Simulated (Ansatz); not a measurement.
`C[O][Al]([F])[Br]` + HBr → `[F][Al]([Br])[Br]` + CH₃OH at 500 K and 1 bar (ligand exchange at the Al–O bond).

Program: Ansatz. Geometries: PBE0-D4/def2-TZVP. ΔE: electronic, gas phase. CCSD(T)/CBS is the MP2 limit (def2-TZVPP, def2-QZVPP) plus CCSD(T) − MP2 in def2-TZVPP, frozen cores. This one scheme is used for every species. For Br outer-core shells are correlated without core-valence functions, which leaves a few kJ/mol of doubt a bond. Scalar relativity is left out up to krypton. One conformer a species, not always the lowest.

```json
{"species": "`C[O][Al]([F])[Br]`", "CCSD(T)/CBS energy (Eh)": "-3030.35080", "H − E (kJ/mol)": "164.2", "S (J/(mol·K))": "423.4"}
{"species": "HBr", "CCSD(T)/CBS energy (Eh)": "-2573.91920", "H − E (kJ/mol)": "30.5", "S (J/(mol·K))": "213.7"}
{"species": "`[F][Al]([Br])[Br]`", "CCSD(T)/CBS energy (Eh)": "-5488.66195", "H − E (kJ/mol)": "44.9", "S (J/(mol·K))": "372.9"}
{"species": "CH₃OH", "CCSD(T)/CBS energy (Eh)": "-115.61712", "H − E (kJ/mol)": "157.0", "S (J/(mol·K))": "265.4"}
```

H − E and S are ideal-gas, rigid-rotor, harmonic terms from PBE0-D4/def2-TZVP, for one conformer and one mirror image of each species. 1 Eh = 2625.50 kJ/mol, R = 8.31446 J/(mol·K).

Q: By hand: ΔE, ΔH, ΔS and ΔG.

A: ΔE = (-5488.66195) + (-115.61712) − (-3030.35080) − (-2573.91920) = -0.00907 Eh = -23.8 kJ/mol. Δ(H − E) = 44.9 + 157.0 − 164.2 − 30.5 = 7.2, so ΔH = -16.6 kJ/mol. ΔS = 372.9 + 265.4 − 423.4 − 213.7 = 1.2 J/(mol·K). ΔG = -16.6 − 500 × (1.2)/1000 = -17.2 kJ/mol.

Q: By hand: the equilibrium constant, and the temperature at which ΔG would vanish if ΔH and ΔS stayed fixed.

A: log₁₀ K = −ΔG/(RT ln 10) = 1.8. ΔH and −TΔS have one sign here, so there is no such temperature.

The number of gas molecules stays the same, so ΔS is small and ΔH decides. A doubt of 5 kJ/mol in ΔE shifts log₁₀ K by 0.5 here. Other conformers and mirror images would add mixing entropy, several J/(mol·K) or more a flexible species. These are equilibria of isolated gas molecules and say nothing of rates. Largest T1 diagnostic: 0.010 (customary marks: 0.02 for closed shells, 0.045 for open ones).

ΔS is within the doubt of such terms, so its sign, and with it that verdict, could turn.
